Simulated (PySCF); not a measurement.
A PySCF script (with the pyscf-properties extension) for the NMR shieldings of `InChI=1S/C2H9BCl2Si2/c1-2(6)7-3(4)5/h2H,7H2,1,6H3/t2-/m0/s1`, on a GFN2-xTB geometry:

```python
import basis_set_exchange as bse
import numpy as np
from pyscf import gto, dft
from pyscf.prop import nmr

atoms = """
C    -1.418123   -1.199713    0.846150
C    -0.492442   -0.465879   -0.123698
Si   -1.212952    1.234139   -0.604966
Si    1.291642   -0.367757    0.568878
B     2.473118    0.541467   -0.741855
Cl    2.943569    2.186941   -0.559457
Cl    3.039400   -0.263372   -2.154964
H    -1.497206   -0.655789    1.784150
H    -1.039952   -2.195608    1.068077
H    -2.419244   -1.301641    0.429658
H    -0.436410   -1.060380   -1.042692
H    -1.302857    2.087674    0.580316
H    -0.346451    1.852472   -1.612983
H    -2.552012    1.049459   -1.172806
H     1.720561   -1.749131    0.854094
H     1.241762    0.316061    1.870687
"""
names = dict.fromkeys(["C", "Si", "B", "Cl", "H"], "pcSseg-1")
basis = {el: gto.basis.parse(bse.get_basis(n, elements=[el], fmt="nwchem")) for el, n in names.items()}
mol = gto.M(atom=atoms, basis=basis, charge=0, verbose=0)
mf = dft.RKS(mol, xc="PBE0")
mf.grids.level = 2
mf.grids.alignment = dft.numint.BLKSIZE   # the property module wants whole blocks of grid points
mf.conv_tol = 1e-9
mf.kernel()

calc = nmr.RKS(mf)   # GIAO
C = mf.mo_coeff
Co = C[:, mf.mo_occ > 0]
resp = mf.gen_response(singlet=True, hermi=2)
def vind(x):   # induced exchange potential for any number of trial vectors
    d = np.einsum("pi,xij,qj->xpq", C, 2 * x.reshape(-1, C.shape[1], Co.shape[1]), Co, optimize=True)
    return np.einsum("xpq,pi,qj->xij", resp(d - d.transpose(0, 2, 1)), C, Co, optimize=True).ravel()
mo1, _ = nmr.rhf.solve_mo1(calc, with_cphf=vind)
sigma = calc.kernel(mo1)
for i, s in enumerate(sigma):   # ppm
    print("%2d %-2s %9.2f" % (i, mol.atom_pure_symbol(i), np.trace(s) / 3))
```

Task: Give the expected output.

Result: 
```
 0 C     169.09
 1 C     188.36
 2 Si    412.06
 3 Si    406.25
 4 B      25.88
 5 Cl    543.90
 6 Cl    561.47
 7 H      30.66
 8 H      30.18
 9 H      30.18
10 H      31.30
11 H      27.93
12 H      27.86
13 H      27.76
14 H      27.61
15 H      27.89
```

These numbers come from an equivalent density-fitted implementation of the same equations, which agrees with the script to about 0.01 ppm for H and up to a few tenths of a ppm for heavy atoms, so last digits may differ.

Size and cost of the density-fitted run: 192 basis functions, 77 s wall time on 1 thread of an Intel Xeon, shared host; peak memory 0.85 GiB.
